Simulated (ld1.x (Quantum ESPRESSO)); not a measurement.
**u(r) = r·R(r): atom against pseudo-atom (boron (B))**

Columns: radius, all-electron u(r) and pseudo u(r) of the 2s shell (level -9.44 eV) of boron in the configuration [He] 2s2 2p1; PBE, non-relativistic, PAW scheme, ld1.x (Quantum ESPRESSO) 7.5.

```
r (bohr)  all-electron   pseudo
   0.210        0.2952  -0.1576
   0.420        0.0590  -0.3082
   0.630       -0.2341  -0.4448
   0.840       -0.4657  -0.5609
   1.050       -0.6205  -0.6509
   1.260       -0.7055  -0.7102
   1.470       -0.7356  -0.7357
   1.680       -0.7270  -0.7270
   1.890       -0.6931  -0.6931
   2.100       -0.6441  -0.6441
   2.310       -0.5875  -0.5875
   2.520       -0.5283  -0.5283
   2.730       -0.4700  -0.4700
   2.940       -0.4147  -0.4147
   3.150       -0.3634  -0.3634
   3.360       -0.3168  -0.3168
   3.570       -0.2750  -0.2750
   3.780       -0.2379  -0.2379
   3.990       -0.2052  -0.2052
   4.200       -0.1766  -0.1766
   4.410       -0.1516  -0.1516
   4.620       -0.1299  -0.1299
   4.830       -0.1112  -0.1112
   5.040       -0.0950  -0.0950
   5.250       -0.0810  -0.0810
   5.460       -0.0690  -0.0690
```

(1) How many radial nodes do the two functions have?

(2) At about which radius was the pseudo-wave matched?

(3) Is the pseudo-wave norm-conserving?

## Answers

(1) The all-electron 2s function has n − l − 1 = 1; the pseudo-wave has 0, since the states of the same l below it are removed with the core.

(2) 1.50 bohr, where the columns begin to agree (steps of 0.21 bohr).

(3) No, it belongs to a PAW set: the norm inside the radius is not constrained, and the difference is carried by the augmentation charge.
